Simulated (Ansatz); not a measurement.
Program: Ansatz. Geometries: PBE0-D4/def2-TZVP. ΔE: electronic, gas phase. CCSD(T)/CBS is the MP2 limit (def2-TZVPP, def2-QZVPP) plus CCSD(T) − MP2 in def2-TZVPP, frozen cores. This one scheme is used for every species, atoms too. Functionals use def2-TZVPP. No spin–orbit coupling; open shells (•) take unrestricted orbitals. Spin–orbit coupling would lower the free atoms: a little for F. For Br outer-core shells are correlated without core-valence functions, so the limit isn't a true one: a few kJ/mol of doubt a bond, and 10 to 20 or more in all where bonds break to atoms. Scalar relativity is left out up to krypton.

`[F][AlH][Br]` → `[AlH][Br]`• + F•  (homolysis of the Al–F bond)

| species | revPBE-D4 energy (Eh) |
| --- | --- |
| `[F][AlH][Br]` | -2916.91364 |
| `[AlH][Br]`• | -2816.93946 |
| F• | -99.73486 |

(1) Work out ΔE.

(2) What do rigid-rotor, harmonic-oscillator terms from PBE0-D4/def2-TZVP frequencies (298.15 K, 1 bar) make of the CCSD(T)/CBS value? (Estimate.)

Largest T1 diagnostic among the species: 0.011.

## Answers

(1) ΔE = (-2816.93946) + (-99.73486) − (-2916.91364) = 0.23932 Eh = +628.3 kJ/mol. CCSD(T)/CBS gives +670.9 kJ/mol.

(2) The calculation gave: ΔZPE = -10.9 kJ/mol, ΔH = +664.0 kJ/mol, ΔS = 136 J/(mol·K), ΔG = +623.4 kJ/mol. Open shells count their whole term as degenerate.

Leaving LDA and LC-ωPBE aside and taking each functional with its dispersion term where it has one, the values, not all of them listed here, spread over 41.3 kJ/mol, from BHLYP-D4 to ωB97M-V. LDA lies +82.0 kJ/mol from PBE without D4, its usual overbinding. From PBE to PBE0 (25 % exact exchange), in def2-TZVPP and without D4, ΔE moves by −17.9 kJ/mol: exact exchange takes away binding that semilocal exchange gives to molecules. In def2-TZVPP, CCSD(T) changes the Hartree–Fock value by +155.5 kJ/mol (the triples alone add +9.0 kJ/mol) and MP2 by +188.0 kJ/mol; breaking electron pairs costs correlation energy, which Hartree–Fock lacks.
